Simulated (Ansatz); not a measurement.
`B[SiH2]C#N` + `C#CC(=C)C` → `C#C[SiH2]C#N` + `BC(=C)C`  (formal exchange of groups at the Si–B bond)

Program: Ansatz. Geometries: PBE0-D4/def2-TZVP. ΔE: electronic, gas phase. CCSD(T)/CBS adds triple-zeta CCSD(T) − MP2 to the extrapolated MP2 energy (def2 sets, frozen cores). DFT in def2-TZVPP.

| level | ΔE (kcal/mol) | difference from CCSD(T)/CBS |
| --- | --- | --- |
| LDA (SPW92) | -13.8 | 4.9 |
| PBE-D4 | -14.8 | 3.9 |
| r2SCANh-D4 | -16.8 | 1.9 |
| BHLYP-D4 | -18.3 | 0.4 |
| PBE-QIDH | -17.5 | 1.2 |
| BLYP | -16.9 | 1.8 |
| r2SCANh | -16.8 | 1.9 |
| BHLYP | -18.3 | 0.4 |
| CAM-B3LYP | -17.7 | 1.0 |
| CCSD(T)/def2-SVP | -16.1 | 2.6 |
| SCS-MP2/def2-TZVPP | -19.8 | -1.1 |
| CCSD(T)/def2-TZVPP | -18.4 | 0.3 |
| HF/def2-QZVPP | -19.4 | -0.7 |
| SCS-MP2/def2-QZVPP | -20.0 | -1.3 |
| HF/CBS(def2) | -19.4 | -0.7 |
| CCSD/CBS(def2) | -18.6 | 0.1 |
| CCSD(T)/CBS | -18.7 | 0 |

Largest T1 diagnostic among the species: 0.014.

From BLYP to BHLYP (50 % exact exchange), in def2-TZVPP and without D4, ΔE moves by −1.4 kcal/mol. Leaving LDA and LC-ωPBE aside and taking each functional with its dispersion term where it has one, the values, not all of them listed here, spread over 4.2 kcal/mol, from ωB97M-V to PBE-D4. LDA lies +1.0 kcal/mol from PBE without D4.
